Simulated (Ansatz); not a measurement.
Cl3FMoO (`[O]=[Mo]([F])([Cl])([Cl])[Cl]`). Charge 0, multiplicity 1. Mo: def2 effective core potential.

```xyz
6

O    -0.417   -1.195   -1.181
Mo   -0.056   -0.083   -0.034
F    -1.196   -0.470    1.369
Cl    1.533   -1.043    1.272
Cl    1.593    1.127   -1.016
Cl   -1.456    1.664   -0.410
```

(1) What are the harmonic wavenumbers in cm⁻¹ at PBE0-D4/def2-TZVP (Ansatz, finite differences of forces, unscaled)? (Best estimate.)

(2) Is this a minimum?

(3) Give the ideal-gas thermochemistry at 298.15 K and 1 bar (rigid rotor, harmonic oscillator; point group Cs, symmetry number 1).

(4) And at 400, 500, 600, 800 and 1000 K?

## Answers

(1) Computed: 53, 161, 171, 202, 256, 280, 282, 344, 418, 427, 671, 1114.

(2) Yes, all 12 modes are real.

(3) Zero-point energy 26.2 kJ/mol; H(298) − E = 49.4 kJ/mol; entropy 383.9 J/(mol·K), of which translation 177.1, rotation 123.7, vibration 83.2; G(298) − E = -65.0 kJ/mol. Modes under 100 cm⁻¹ are hindered rotations or soft bends, so the harmonic entropy is rough.

(4) 
| T (K) | H − E (kJ/mol) | S (J/mol/K) | G − E (kJ/mol) |
| --- | --- | --- | --- |
| 400 | 61.1 | 417.4 | -105.9 |
| 500 | 73.1 | 444.1 | -149.0 |
| 600 | 85.4 | 466.7 | -194.6 |
| 800 | 110.7 | 503.1 | -291.7 |
| 1000 | 136.5 | 531.8 | -395.3 |
